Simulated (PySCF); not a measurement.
These 4 structures share the formula C5H10N2OSi. Method: PBE0-D3(BJ)/def2-SVP geometry optimisation, gas phase (PySCF 2.14.0). Energies are electronic, without zero-point or thermal terms, for one conformer each. No frequencies were run at this level. Point groups hold within 0.08 Å.

Question: Order them by energy at this level, lowest first, and give relative energies in kcal/mol.
A. `[CH2:1]=[N:2][Si@H:3]([CH3:4])[O:5][CH2:6][CH2:7][C:8]#[N:9]` with C1–N2–Si3–C4 -122°, N2–Si3–O5–C6 -23°, Si3–O5–C6–C7 -90°, O5–C6–C7–C8 67°
B. `[CH3:1][O:2][c:3]1[cH:4][cH:5][cH:6][n:7]1[SiH2:8][NH2:9]` with C1–O2–C3–C4 0°, C6–N7–Si8–N9 1°, N7–Si8–N9–H 74° and -77°
C. `[CH:1]#[C:2][Si:3]1([O:4][CH3:5])[NH:6][CH2:7][CH2:8][NH:9]1` with C2–Si3–O4–C5 32°, C2–Si3–N6–C7 -131°, Si3–N6–C7–C8 30°, N6–C7–C8–N9 -37°, C7–C8–N9–Si3 29°
D. `[N:1]#[C:2][Si@@H:3]([OH:4])[N:5]1[CH2:6][CH2:7][CH2:8][CH2:9]1` with C2–Si3–O4–H 53°, C2–Si3–N5–C6 151°, Si3–N5–C6–C7 173°, N5–C6–C7–C8 27°, C6–C7–C8–C9 -39°, C7–C8–C9–N5 36°

Answer: D (0.0), B (16.7), C (25.9), A (27.5).

As drawn, the lowest has an O–H bond, which the highest lacks; the highest has a C=N bond, which the lowest lacks. Neighbours under 2.5 kcal/mol apart (C#C[Si]1(OC)NCCN1 and C=N[Si@H](C)OCCC#N) can change places with a better method, another conformer or zero-point energy.

```
              SMILES      E (Eh)  E rel (kcal/mol)  dipole (D)  point group       A, B, C (MHz)
N#C[Si@@H](O)N1CCCC1  -669.91138               0.0        4.12           C1  2308, 921.4, 737.2
    COc1cccn1[SiH2]N  -669.88474              16.7        0.76            –   2183, 1075, 733.3
   C#C[Si]1(OC)NCCN1  -669.87015              25.9        0.81           C1   2027, 1090, 894.9
  C=N[Si@H](C)OCCC#N  -669.86763              27.5        2.01           C1   1882, 1076, 809.2
```

How do the relative energies change in single points at CAM-B3LYP/pcSseg-1 (no added dispersion term) on the same geometries?

| SMILES | PBE0-D3(BJ)/def2-SVP (kcal/mol) | CAM-B3LYP/pcSseg-1 (kcal/mol) | shift |
| --- | --- | --- | --- |
| N#C[Si@@H](O)N1CCCC1 | 0.0 | 0.0 | 0.0 |
| COc1cccn1[SiH2]N | 16.7 | 24.1 | +7.4 |
| C#C[Si]1(OC)NCCN1 | 25.9 | 24.4 | -1.5 |
| C=N[Si@H](C)OCCC#N | 27.5 | 23.6 | -3.9 |

Each column counts from its own lowest isomer. The lowest isomer stays, but the order above it changes; the largest shift is 7.4 kcal/mol.
